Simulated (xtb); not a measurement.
C$_{2}$H, charge -1, singlet, at a GFN2-xTB geometry. Base run: GFN2-xTB (xtb).

Geometry (Å):
```xyz
3

C      0.0000     0.0000    -0.4800
C      0.0000     0.0000     0.7461
H      0.0000     0.0000    -1.5966
```
Charge -1, spin multiplicity 1.
All else is at xtb's defaults.
Base energy -4.79104 Eh.

The base run was repeated with changes; each row names its change, and settings that it needs were set with it.

```csv
change,ΔE vs base (mEh),HOMO-LUMO gap (eV),G_solv (kcal/mol),SCF cycles
base,0.000,6.44,-,11
alpb = dmso,-97.597,6.46,-61.81,10
acc = 0.0001,0.000,6.44,-,15
acc = 1000,0.012,6.43,-,6
alpb = cs2,-77.953,6.43,-48.93,11
```

ALPB and GBSA are two models with their own fitted parameters for each solvent, which aren't always the measured dielectric constant.
